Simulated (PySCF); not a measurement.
SMILES [Cl][Mo]([Cl])([Cl])=[O], doublet, B3LYP/def2-SVP optimised geometry.

```
5

Mo    -0.27    -0.99     0.00
O      1.39    -0.99     0.00
Cl    -1.39     0.99     0.00
Cl    -0.95    -2.29    -1.75
Cl    -0.96    -2.31     1.73
```

Density from PySCF 2.14.0 with unrestricted B3LYP/def2-TZVP, def2 effective core potentials past Kr at that geometry. The core electrons that the potentials of Mo replace are not part of the density.

Minimum of the electron density along straight lines between bonded atoms, close to the bond critical point (lines longer than 1.1 times the sum of covalent radii, or with two minima, are not listed):

```json
[
 {"bond": "Mo1–Cl3", "length / Å": "2.281", "ρ at the minimum / e bohr⁻³": "0.104", "∇²ρ there / e bohr⁻⁵": "0.22", "position (fraction from the first atom)": "0.49"},
 {"bond": "Mo1–Cl4", "length / Å": "2.279", "ρ at the minimum / e bohr⁻³": "0.105", "∇²ρ there / e bohr⁻⁵": "0.21", "position (fraction from the first atom)": "0.49"},
 {"bond": "Mo1–Cl5", "length / Å": "2.279", "ρ at the minimum / e bohr⁻³": "0.105", "∇²ρ there / e bohr⁻⁵": "0.21", "position (fraction from the first atom)": "0.49"}
]
```
